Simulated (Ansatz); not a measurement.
Mulliken charges of C3H3FZn, SMILES `[F][Zn][C]1=CC1` from r2SCAN/def2-TZVPP in Ansatz (PBE0-D4/def2-TZVP geometry).

```tsv
atom	x (Å)	y (Å)	z (Å)	charge (e)
F1	1.283	-2.888	2.167	-0.473
Zn2	0.692	-1.523	1.253	0.544
C3	0.062	-0.075	0.258	-0.137
C4	-0.364	1.149	0.182	-0.045
C5	-0.313	0.459	-1.124	-0.135
H6	-0.604	2.067	0.693	0.146
H7	0.478	0.697	-1.834	0.050
H8	-1.235	0.116	-1.594	0.050
```

Question: By hand: the dipole of these point charges (1 e Å = 4.8032 D).

Answer: Σ q r = (-0.306, 0.777, -0.305) e Å, of length 0.889 e Å = 4.27 D.

Question: How does the dipole of the full density compare? (Best estimate.)

Answer: Ansatz gave: (-0.173, 0.432, -0.190) e Å, 2.41 D; the point charges give 1.77 times that, at 2° from its direction.

Point charges leave out the atoms' own dipoles, such as those of lone pairs, and Mulliken's split depends on the basis, so the two needn't agree.
